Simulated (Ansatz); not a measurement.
Cost and result up the ladder for ZrBrCl₃ (5 atoms). The state is a singlet with charge 0. Geometry: PBE0-D4/def2-SVP.

Cartesian coordinates in Å:
```
Zr -0.013 0.022 -0.020
Br 0.997 -1.678 1.462
Cl -0.323 1.992 1.168
Cl -2.061 -0.749 -0.792
Cl 1.400 0.413 -1.818
```

Ansatz on 4 threads of Arm Neoverse V1 on a shared host. Times are rough, and most runs start from the orbitals of an earlier one. ωB97M-V/def2-TZVP serves as the yardstick here, not as an exact answer. Differences are given only for rows in sets of like size (and for xTB, whose basis is part of the method), since another set adds its own error. Binding counts from free atoms at the same level (Zr triplet, Br doublet, Cl doublet; other spins of the atoms weren't run), without zero-point energy or a counterpoise term.

In the def2 sets Zr takes a core potential; there is no spin–orbit coupling. LC-ωPBE has ω = 0.4 bohr⁻¹. HSE06 is defined as in plane-wave codes, on full-range PBE exchange. Correlated methods freeze 24 core orbitals; core or outer-core shells of Zr, Br are correlated, in sets that lack core-valence functions. The rows differ in basis, and correlated rows in double-zeta sets carry the largest basis error.

Correlated methods converge slowly with the basis, most of all in double-zeta sets.

```
                              level  functions  binding energy per atom (eV)  difference from ωB97M-V/def2-TZVP (eV)
                   PBE0-D4/def2-SVP        117                          4.07                                       –
                      MP2/def2-TZVP        199                          4.10                                    0.15
                  LC-ωPBE/def2-TZVP        199                          3.91                                   -0.04
                  ωB97M-V/def2-TZVP        199                          3.95                                    0.00
                 PBE-QIDH/def2-TZVP        199                          4.00                                    0.05
                  ωB97X-V/def2-TZVP        199                          4.00                                    0.05
LDA (SPW92)/def2-TZVP (with forces)        199                          4.56                                    0.61
                  PBE0-D4/def2-TZVP        199                          4.01                                    0.06
                 HSE06-D4/def2-TZVP        199                          4.02                                    0.07
                   CCSD(T)/def2-SVP        117                          3.81                                       –
```

Q: Estimate how long each takes.

A: LDA (SPW92)/def2-TZVP (with forces) 1.8 s; PBE0-D4/def2-SVP 2.3 s; MP2/def2-TZVP 3.2 s; LC-ωPBE/def2-TZVP 3.4 s; PBE0-D4/def2-TZVP 4.4 s; HSE06-D4/def2-TZVP 4.4 s; CCSD(T)/def2-SVP 5.5 s; PBE-QIDH/def2-TZVP 7.5 s; ωB97X-V/def2-TZVP 12 s; ωB97M-V/def2-TZVP 13 s. On shared hardware such times vary by a factor of up to 3.
